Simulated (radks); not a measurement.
Values are calculated unless marked as measured or tabulated.
Numerical settings for the gold ion Au+, [Xe] 4f14 5d10. Level of theory: scalar-relativistic Kohn-Sham, PBE, spin-polarised, spherical densities, point nucleus (a radial shooting solver on a logarithmic mesh with Libxc functionals). The defaults (mesh step 0.008 in ln r, mesh end at 40 bohr or more with all orbitals vanishing there, Anderson mixing 0.5 over 9 steps, residual threshold near 1e-9 with the energy settled to 1e-9 hartree or 1e-11 of itself, here a cap of 81 iterations) give E = -19011.525 hartree and 5d at -15.328 eV in 14 iterations. Run on one thread of a shared host, so times are rough (Arm Neoverse V2): 0.28 s of CPU time, 0.28 s wall, 14 iterations on 2602 mesh points. Changes against that run (0 stands for a change within the tolerance of the run):

| setting | iterations | converged | E (mhartree) | e(5d) (meV) | CPU (s) |
|---|---|---|---|---|---|
| mesh step in ln r 0.02 | 14 | yes | 0 | 0 | 0.12 |
| mesh step in ln r 0.003 | 14 | yes | 0 | 0 | 0.72 |
| mesh step in ln r 0.012 | 14 | yes | 0 | 0 | 0.19 |
| mesh end (bohr) 20 | 14 | yes | 0 | 0 | 0.27 |
| mesh end (bohr) 5 | 15 | yes | +18.5 | +552 | 0.28 |
| residual threshold 0.1 | 10 | yes | 0 | -0.754 | 0.22 |
| residual threshold 0.001 | 10 | yes | 0 | -0.754 | 0.22 |
| mixing 0.01 | 23 | yes | 0 | 0 | 0.44 |
| linear mixing, mixing 0.05 | 81 | no | -5.9 | -118 | 1.5 |
| linear mixing, mixing 1 | 81 | no | +4.13e+05 | -1.16e+06 | 4.3 |
| mixing history 3 | 16 | yes | 0 | 0 | 0.3 |
| iteration cap 2 | 2 | no | +2.18e+03 | -2.17e+04 | 0.06 |

Settings that end as converged yet miss the energy by more than 1 mhartree: mesh end (bohr) 5 (+0.0185 hartree). A mesh that ends early acts as a hard wall.
